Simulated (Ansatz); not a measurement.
# One elementary step

Start structure (Ge4NH15O, singlet), relaxed at PBE0-D4/def2-TZVP:

```csv
atom,x (Å),y (Å),z (Å)
Ge1,-1.4498,0.0515,0.0891
Ge2,2.1722,-0.4272,-0.7877
Ge3,-0.8808,-0.7099,2.3229
Ge4,-1.4272,-1.4952,-1.7848
H5,-2.8234,0.7711,0.1306
H6,0.2067,1.9268,0.3888
N7,-0.3654,1.6253,-0.4293
H8,1.7289,0.8618,1.1020
O9,1.3184,1.5789,1.6775
H10,2.1408,-1.9474,-1.1715
H11,1.3080,0.0764,-2.0642
H12,3.5635,-0.0361,-1.4011
H13,-0.9895,0.4593,3.3066
H14,-1.9906,-1.7351,2.6396
H15,0.4878,-1.3815,2.3533
H16,-2.7755,-2.2344,-1.6838
H17,-0.2643,-2.4779,-1.6949
H18,-1.4010,-0.6851,-3.0874
H19,-0.9238,2.3890,-0.7973
H20,0.3167,1.2896,-1.1293
H21,2.0483,2.1000,2.0209
```

The step: Ge₃NH₁₀ ([NH3][GeH]([GeH3])[GeH3]) + GeH₃ + H₂O → Ge₃NH₉ ([NH2][GeH]([GeH3])[GeH3]) + GeH₄ + H₂O; bonds formed: Ge2–H8, H6–O9; bonds broken: H6–N7, H8–O9. Program: Ansatz 0.2.0. Basis: def2-TZVPP and def2-QZVPP. Cores are frozen in the correlated methods. Filled d shells of the heavier atoms are correlated. The def2 sets are not built for correlating such inner shells, so the correlated values are less sure here. Extrapolation: Hartree–Fock as exp(−7.88 √X), correlation as X^−2.97. Energies below are by CCSD(T) at an estimated basis limit (MP2 extrapolated from triple and quadruple zeta, plus CCSD(T) − MP2 in triple zeta).

(1) What are the electronic barrier and the energy of the step, from the start structure to the end structure? (To be estimated.)

No T1 diagnostic of these runs exceeds 0.013.

Answers

(1) The calculation gives: Barrier 30.0 kJ/mol; step energy -114.7 kJ/mol (downhill); reverse barrier, their difference, 144.7 kJ/mol. Barrier and step energy count from the start structure, the reverse barrier from the end structure.

The saddle point: One imaginary mode of 1241i cm⁻¹.
| pair | start (Å) | saddle (Å) | end (Å) |
| --- | --- | --- | --- |
| Ge2–H8 | 2.33 | 1.91 | 1.53 |
| H6–O9 | 1.74 | 1.28 | 0.98 |
| H6–N7 | 1.04 | 1.22 | 1.89 |
| H8–O9 | 1.01 | 1.20 | 2.92 |

Zero-point energy (harmonic, PBE0-D4): ZPE is 367.6 kJ/mol at the start and 349.3 kJ/mol at the saddle, so the barrier goes from 30.0 to 11.6 kJ/mol.

Labels in which every atom is bracketed show which atoms are joined, not bond orders.

For scale, one of the runs: CCSD(T)/def2-TZVPP, 464 basis functions, launched by `ansatz run in.yaml --threads 11 --pin off --events-out ev --progress --plain --max-ram 174080MiB --backend cuda --devices 0, --max-vram 75GiB`. The run took 35 s on 11 CPU threads of an AMD EPYC 7R13 and one NVIDIA H100 (shared host), with 1.2 GiB of host memory at its peak.
